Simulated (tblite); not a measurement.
A tight-binding relaxation on `CC#CP(=[Se])(C#CC)CO`.

Computed with GFN2-xTB geometry optimisation, gas phase (tblite 0.8.0). Start geometry: from a force field or distance geometry. The command runs a driver script over a list of jobs; the input below is this job's line of settings and its coordinates in Å.

Command:
```bash
OMP_NUM_THREADS=1 python probes_run.py task.json out
```

Input:
```
{"job": {"kind": "relax", "xc": "GFN2-xTB", "basis": "xTB"}, "charge": 0, "multiplicity": 1}
C      3.697000    -1.351000     0.154100
C      2.430300    -0.580000    -0.067400
C      1.416900     0.019300    -0.229900
P     -0.111600     0.897600    -0.505300
Se    -0.072800     1.830000    -2.348600
C     -1.465700    -0.266300    -0.343500
C     -2.380400    -1.037300    -0.242400
C     -3.503500    -1.960900    -0.110000
C     -0.210000     2.158600     0.791000
O      0.623900     3.235300     0.475300
H      3.582300    -2.381700    -0.289900
H      4.516900    -0.836300    -0.354200
H      3.884600    -1.522300     1.237900
H     -4.485400    -1.415500    -0.166500
H     -3.449400    -2.760000    -0.880800
H     -3.416900    -2.429500     0.903600
H     -1.267200     2.567400     0.848900
H      0.034600     1.756600     1.808100
H      0.166400     4.085300     0.700400
```

Output:
```
step      E/eV     max force
  0    -794.77013    3.639
  1    -794.77979    5.948
  2    -795.04805    0.877
  3    -795.08308    1.052
  4    -795.11221    1.785
  5    -795.14569    0.515
  6    -795.16848    0.632
  7    -795.18819    0.527
  8    -795.19718    0.262
  9    -795.20658    0.310
... (79 lines left out)
 89    -795.45456    0.017
 90    -795.45462    0.021
 91    -795.45467    0.017
 92    -795.45470    0.015
 93    -795.45474    0.018
 94    -795.45479    0.021
 95    -795.45489    0.027
 96    -795.45498    0.021
 97    -795.45503    0.010
 98    -795.45504    0.010
```

«max force» is the largest atomic force in eV/Å.

From which step on does the largest force stay under 0.1 eV/Å, and how much energy is left to gain from there?

From step 47 (0.093 eV/Å), 7.8 meV above the end.

Main results: energy lowered by 15.8 kcal/mol over 98 steps; largest atomic force 0.010 eV/Å at the end.

Give the final coordinates.

0.289 Å rms from the input after alignment:
```
atom  x, y, z in Å
C1     3.6365   -1.2659    0.1116
C2     2.3865   -0.5667   -0.0308
C3     1.3209   -0.0023   -0.0791
P4    -0.1312    0.9172   -0.4316
Se5   -0.1309    1.8641   -2.3029
C6    -1.4391   -0.2228   -0.1505
C7    -2.3653   -0.9957   -0.1843
C8    -3.4634   -1.9254   -0.1331
C9    -0.2855    2.1539    0.9573
O10    0.6488    3.1711    0.8010
H11    3.5610   -2.2523   -0.3453
H12    4.4273   -0.7036   -0.3842
H13    3.8845   -1.3784    1.1667
H14   -4.4052   -1.3900   -0.2491
H15   -3.3652   -2.6487   -0.9419
H16   -3.4660   -2.4536    0.8200
H17   -1.3221    2.5327    0.9481
H18   -0.0907    1.6656    1.9164
H19    0.5894    3.5100   -0.1075
```
Labels such as C1 count atoms from 1, the log's own numbers from 0.
